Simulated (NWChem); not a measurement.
Molecule: BHOICl; SMILES ClB(I)O

```xyz
5

B      0.4677    -0.9975     0.0000
Cl    -0.7534    -2.2696     0.0000
I     -0.1071     1.0578     0.0000
O      1.7732    -1.2825     0.0000
H      1.9591    -2.2303     0.0000
```
Atoms are numbered in this order, from 1.

Computed with NWChem. Coordinates come from a PBE0/def2-SVP optimisation. def2 effective core potentials on I; no spin-orbit coupling. Ions are spin-unrestricted doublets at the neutral geometry; other ion states weren't tried.

```json
[
 {"level": "B3LYP/def2-SVP", "vertical ionisation energy, ΔSCF (eV)": "9.85", "−ε(HOMO) (eV)": "7.19", "ΔSCF minus −ε(HOMO) (eV)": "2.66"},
 {"level": "PBE/def2-SVP", "vertical ionisation energy, ΔSCF (eV)": "9.64", "−ε(HOMO) (eV)": "6.30", "ΔSCF minus −ε(HOMO) (eV)": "3.34"},
 {"level": "LRC-wPBEh/def2-SVP", "vertical ionisation energy, ΔSCF (eV)": "9.97", "−ε(HOMO) (eV)": "9.36", "ΔSCF minus −ε(HOMO) (eV)": "0.61"},
 {"level": "CAM-B3LYP/def2-SVP", "vertical ionisation energy, ΔSCF (eV)": "9.95", "−ε(HOMO) (eV)": "8.71", "ΔSCF minus −ε(HOMO) (eV)": "1.24"},
 {"level": "LDA (Slater exchange, VWN5)/def2-SVP", "vertical ionisation energy, ΔSCF (eV)": "9.85", "−ε(HOMO) (eV)": "6.43", "ΔSCF minus −ε(HOMO) (eV)": "3.42"}
]
```
